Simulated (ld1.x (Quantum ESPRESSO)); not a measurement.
# What one change does to a pseudopotential (chlorine (Cl), ultrasoft)

chlorine, ultrasoft, made with ld1.x (Quantum ESPRESSO) 7.5 (PBE, scalar-relativistic). Core [Ne], reference 3s2 3p5. Waves: 3s (bound): rcut 1.20, rcutus 1.40 bohr; 3s channel at 1.4 Ry: rcut 1.20, rcutus 1.40 bohr; 3p (bound): rcut 0.95, rcutus 1.00 bohr; 3p channel at -0.1 Ry: rcut 0.95, rcutus 1.00 bohr; 3d channel at 0.2 Ry: rcut 1.15, rcutus 1.40 bohr; 3d channel at 0.65 Ry: rcut 1.15, rcutus 1.40 bohr. Local part: all-electron potential smoothed inside 1.15 bohr (lloc = -1). Core correction: a·sin(br)/r model core, default radius (core density twice the valence density). Augmentation charge: built from norm-conserving waves at rcut, not smoothed further.

Change: non-relativistic; removed wave 3d channel at 0.65 Ry: rcut 1.15, rcutus 1.40 bohr.

Cutoffs: the cutoffs (Ry, on a coarse ladder) from which the occupation-weighted sum of valence levels, in a spherical-Bessel basis at the reference potential, stays within 10 and 1 mRy of its value at 400 Ry; they do not see the model core or the augmentation charge, which bear on the density cutoff. Errors are all-electron minus pseudo energies relative to the spin-unpolarised reference configuration.

Problem. What does the change do?

Solution. The potential gets neither clearly harder nor softer (55 Ry and 90 Ry → 55 Ry and 80 Ry); both files keep a bound ghost (p); of the 7 tests that both files solve, the error grows in 3 and shrinks in 0 by more than 15 % and 0.3 meV (median size 2.2 → 3.3 meV).

```tsv
quantity	base	changed
cutoff, loose	55 Ry	55 Ry
cutoff, tight	90 Ry	80 Ry
bound ghosts	p	p
error for 3s2 3p4, meV [ΔE 13.88 → 13.89 eV]	-0.3	+0.7
error for 3s2 3p3, meV [ΔE 39.32 → 39.35 eV]	+3.5	+5.5
error for 3s2 3p2, meV [ΔE 77.63 → 77.66 eV]	+20	+23
error for 3s1 3p6, meV [ΔE 12.15 → 11.97 eV]	+1.6	+1.9
error for 3s2 3p1, meV [ΔE 129.87 → 129.90 eV]	+62	+67
error for 3s2 3p4.5, meV [ΔE 5.58 → 5.59 eV]	-0.3	+0.1
error for 3s1 3p5, meV [ΔE 26.58 → 26.41 eV]	+2.2	+3.3
s: phases at 1.55 bohr within 0.05 rad from the reference energy up to (Ry; the scan ends near 5)	to the end of the scan	to the end of the scan
p: phases at 1.55 bohr within 0.05 rad from the reference energy up to (Ry; the scan ends near 5)	to the end of the scan	to the end of the scan
d: phases at 1.55 bohr within 0.05 rad from the reference energy up to (Ry; the scan ends near 5)	to the end of the scan	to the end of the scan
lowest overlap eigenvalue by channel	s 0.36, p 0.68, d 0.94	s 0.36, p 0.68, d 1.00
```

 A true bound ghost makes a file unfit for plane-wave use even where its test errors are small: the radial tests pick states by their node count and pass the ghost by.
